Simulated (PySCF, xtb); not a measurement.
B(Cl)(OH)(OEt) (C₂H₆BClO₂), SMILES CCOB(O)Cl.

GFN2-xTB (xtb) at its own geometry gives an orbital gap of 6.70 eV and a dipole moment of 3.30 D.

Geometry optimised at PBE-D3(BJ)/def2-SVP. The values are those of a single conformer.

What does B3LYP/def2-TZVP (PySCF) give? (Estimate from the structure and the level; the computed values follow.)

gap 8.80 eV (levels -8.48 and 0.32 eV), dipole 1.97 D.
